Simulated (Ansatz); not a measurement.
`C[O][Al]([NH2])[Cl]` + H₂ → `C[O][AlH][Cl]` + NH₃ at 298.15 K and 1 bar (hydrogenolysis of the Al–N bond).

Gas-phase electronic energies from Ansatz, PBE0-D4/def2-TZVP geometries. CCSD(T)/CBS is the MP2 limit (def2-TZVPP, def2-QZVPP) plus CCSD(T) − MP2 in def2-TZVPP, frozen cores. This one scheme is used for every species. One conformer a species, not always the lowest.

```csv
species,CCSD(T)/CBS energy (Eh),H − E (kJ/mol),S (J/(mol·K))
`C[O][Al]([NH2])[Cl]`,-872.89306,206.4,370.5
H₂,-1.17544,35.1,130.4
`C[O][AlH][Cl]`,-817.53357,151.9,333.5
NH₃,-56.50880,100.5,192.4
```

H − E and S are ideal-gas, rigid-rotor, harmonic terms from PBE0-D4/def2-TZVP, for one conformer and one mirror image of each species. The MP2-based limit puts H₂ 0.8 mEh under its directly extrapolated value; such offsets cancel only in part. 1 Eh = 2625.50 kJ/mol, R = 8.31446 J/(mol·K).

Q: By hand: ΔE, ΔH, ΔS and ΔG.

A: ΔE = (-817.53357) + (-56.50880) − (-872.89306) − (-1.17544) = 0.02613 Eh = 68.6 kJ/mol. Δ(H − E) = 151.9 + 100.5 − 206.4 − 35.1 = 10.9, so ΔH = 79.5 kJ/mol. ΔS = 333.5 + 192.4 − 370.5 − 130.4 = 25.0 J/(mol·K). ΔG = 79.5 − 298.15 × (25.0)/1000 = 72.0 kJ/mol.

Q: By hand: the equilibrium constant, and the temperature at which ΔG would vanish if ΔH and ΔS stayed fixed.

A: log₁₀ K = −ΔG/(RT ln 10) = -12.6. ΔG = 0 at ΔH/ΔS = 3180 K, far beyond where these terms or the molecules hold.

ΔH outweighs TΔS. A doubt of 5 kJ/mol in ΔE shifts log₁₀ K by 0.9 here. Other conformers and mirror images would add mixing entropy, several J/(mol·K) or more a flexible species. These are equilibria of isolated gas molecules and say nothing of rates. Largest T1 diagnostic: 0.011 (customary marks: 0.02 for closed shells, 0.045 for open ones).
